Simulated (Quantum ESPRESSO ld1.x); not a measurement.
All-electron atom: the terbium ion Tb19+ in [Kr] 4d10 (the NIST ground configuration). All-electron calculation, scalar-relativistic Kohn-Sham, PBE, spin-unpolarised, spherical densities, point nucleus. Program: ld1.x of Quantum ESPRESSO 7.5.

Unscreened Slater integrals over Kohn-Sham orbitals (eV). Empty in this configuration: 5s.

\begin{tabular}{lr}
integral & value \\ \hline
F0(4d,4d) & 43.148 \\
F2(4d,4d) & 22.135 \\
F4(4d,4d) & 14.976 \\
F0(4d,4p) & 43.936 \\
F2(4d,4p) & 22.711 \\
G1(4d,4p) & 28.665 \\
G3(4d,4p) & 18.164 \\
F0(4d,4s) & 44.809 \\
G2(4d,4s) & 22.516 \\
F0(4d,3d) & 56.115 \\
F2(4d,3d) & 14.901 \\
F4(4d,3d) & 7.2195 \\
G0(4d,3d) & 4.7292 \\
G2(4d,3d) & 5.8600 \\
G4(4d,3d) & 4.5723 \\
F0(4d,5s) & 29.122 \\
G2(4d,5s) & 3.4109 \\
F0(4p,4p) & 44.842 \\
F2(4p,4p) & 23.570 \\
F0(4p,4s) & 45.762 \\
G1(4p,4s) & 31.147 \\
F0(4p,3d) & 57.340 \\
F2(4p,3d) & 15.293 \\
G1(4p,3d) & 4.8862 \\
G3(4p,3d) & 4.8790 \\
F0(4p,5s) & 29.348 \\
G1(4p,5s) & 2.8190 \\
F0(4s,4s) & 46.766 \\
F0(4s,3d) & 59.146 \\
G2(4s,3d) & 5.1614 \\
F0(4s,5s) & 29.580 \\
G0(4s,5s) & 2.0368 \\
F0(3d,3d) & 114.12 \\
F2(3d,3d) & 57.890 \\
F4(3d,3d) & 37.179 \\
F0(3d,5s) & 33.032 \\
G2(3d,5s) & 1.3864 \\
F0(5s,5s) & 24.415 \\
\end{tabular}
